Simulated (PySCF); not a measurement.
# Radial density of B²⁺ (boron, charge +2)

MN15, [He] 2s1, 2S determinant. All numbers are calculated (PySCF 2.14, scalar relativity by spin-free X2C-1e, in jorge-DZP-DKH).

```tsv
r (bohr)	4πr²ρ (e/bohr)	4πr²(ρα − ρβ)
0.00464	0.01842	0.0006
0.00781	0.05104	0.0017
0.0131	0.1372	0.0045
0.0221	0.3517	0.0113
0.0372	0.8552	0.0272
0.0625	1.877	0.0583
0.105	3.499	0.1032
0.177	4.933	0.1266
0.298	4.420	0.0664
0.500	1.923	0.0089
0.842	0.5930	0.3302
1.42	0.6835	0.6773
2.38	0.2465	0.2465
4.01	0.008910	0.0089
6.74	3.195e-05	0.0000
```

Densities and radii are taken from the X2C orbitals without a picture-change correction, which distorts them close to the nucleus.
